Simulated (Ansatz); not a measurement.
Li₄Se₂⁺ (the lowest doublet isomer of a short search), 6 atoms. Hardware: 4 threads of Arm Neoverse V1 on a shared host.

The 6-31G sets use Cartesian d functions. Correlated methods freeze 18 core orbitals; core or outer-core shells of Li, Se are correlated, in sets that lack core-valence functions. In CCSD on the charge 1 quartet the largest single amplitude is 0.30, so its Hartree–Fock determinant may place the open shell otherwise than the density functionals do.

Problem. How many basis functions does each of these Ansatz runs have, and roughly what does it cost? PBE0-D4/def2-SVP, charge 1 doublet, energy, from earlier orbitals; PBE with 35 % exact exchange/def2-TZVP, charge 1 quartet, energy, from earlier orbitals; r2SCAN-D4/def2-TZVP, charge 1 doublet, energy and forces, from earlier orbitals; ωB97X-V/def2-TZVP, charge 1 doublet, energy, from earlier orbitals; PBE with 10 % exact exchange/def2-TZVP, charge 1 quartet, energy, from earlier orbitals; r2SCANh-D4/def2-TZVP, charge 1 quartet, energy, from earlier orbitals; B97M-V/def2-TZVP, charge 1 doublet, energy, from earlier orbitals; PBE0-D4/def2-SVP, charge 0 singlet at the geometry of the charge 1 doublet, energy with a search over starts; PBE0-D4/def2-SVP, charge 1 doublet, energy with a search over starts; B3LYP-D4/6-31G, charge 1 doublet, energy; RPA@PBE/def2-TZVP, charge 1 doublet, energy, from earlier orbitals; CCSD(T)/def2-SVP, charge 1 quartet, energy, from earlier orbitals.

Solution. Other jobs shared the machine, so times can vary by a factor of up to 3. A dash marks memory too small to be measured apart from the calling script's.

```json
{"run": "PBE0-D4/def2-SVP, charge 0 singlet at the geometry of the charge 1 doublet, energy with a search over starts", "functions": "100", "fitting or Cholesky vectors": "1130", "wall time": "1.7 s", "peak host memory (GiB)": "–"}
{"run": "PBE0-D4/def2-SVP, charge 1 doublet, energy, from earlier orbitals", "functions": "100", "fitting or Cholesky vectors": "1130", "wall time": "2.8 s", "peak host memory (GiB)": "–"}
{"run": "B3LYP-D4/6-31G, charge 1 doublet, energy", "functions": "94", "fitting or Cholesky vectors": "1005", "wall time": "3.2 s", "peak host memory (GiB)": "–"}
{"run": "PBE0-D4/def2-SVP, charge 1 doublet, energy with a search over starts", "functions": "100", "fitting or Cholesky vectors": "1130", "wall time": "4.2 s", "peak host memory (GiB)": "–"}
{"run": "RPA@PBE/def2-TZVP, charge 1 doublet, energy, from earlier orbitals", "functions": "152", "fitting or Cholesky vectors": "1252", "wall time": "4.7 s", "peak host memory (GiB)": "–"}
{"run": "PBE with 10 % exact exchange/def2-TZVP, charge 1 quartet, energy, from earlier orbitals", "functions": "152", "fitting or Cholesky vectors": "1252", "wall time": "4.8 s", "peak host memory (GiB)": "0.55"}
{"run": "r2SCAN-D4/def2-TZVP, charge 1 doublet, energy and forces, from earlier orbitals", "functions": "152", "fitting or Cholesky vectors": "1290", "wall time": "7.5 s", "peak host memory (GiB)": "–"}
{"run": "PBE with 35 % exact exchange/def2-TZVP, charge 1 quartet, energy, from earlier orbitals", "functions": "152", "fitting or Cholesky vectors": "1252", "wall time": "8.5 s", "peak host memory (GiB)": "0.63"}
{"run": "r2SCANh-D4/def2-TZVP, charge 1 quartet, energy, from earlier orbitals", "functions": "152", "fitting or Cholesky vectors": "1252", "wall time": "11 s", "peak host memory (GiB)": "0.64"}
{"run": "ωB97X-V/def2-TZVP, charge 1 doublet, energy, from earlier orbitals", "functions": "152", "fitting or Cholesky vectors": "1252", "wall time": "13 s", "peak host memory (GiB)": "0.84"}
{"run": "B97M-V/def2-TZVP, charge 1 doublet, energy, from earlier orbitals", "functions": "152", "fitting or Cholesky vectors": "1290", "wall time": "13 s", "peak host memory (GiB)": "–"}
{"run": "CCSD(T)/def2-SVP, charge 1 quartet, energy, from earlier orbitals", "functions": "100", "fitting or Cholesky vectors": "1130", "wall time": "29 s", "peak host memory (GiB)": "0.92"}
```
